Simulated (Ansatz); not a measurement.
Mulliken charges of CH₂OSSe, SMILES `O=C(S)[SeH]` from r2SCAN/def2-TZVPP in Ansatz (PBE0-D4/def2-TZVP geometry).

```csv
atom,x (Å),y (Å),z (Å),charge (e)
O1,-0.735,-1.522,1.141,-0.267
C2,-0.278,-0.657,0.463,0.174
S3,1.242,-0.914,-0.415,-0.041
Se4,-1.223,1.034,0.336,-0.001
H5,1.326,0.291,-0.993,0.095
H6,-0.290,1.704,-0.577,0.041
```

**Question.** By hand: the dipole of these point charges (1 e Å = 4.8032 D).

**Answer.** Σ q r = (0.212, 0.426, -0.325) e Å, of length 0.576 e Å = 2.77 D.

**Question.** How does the dipole of the full density compare? (An estimate is asked.)

**Answer.** Ansatz gave: (0.251, 0.479, -0.374) e Å, 3.16 D; the point charges give 0.88 times that, at 1° from its direction.

Point charges leave out the atoms' own dipoles, such as those of lone pairs, and Mulliken's split depends on the basis, so the close match here is no proof of good charges.
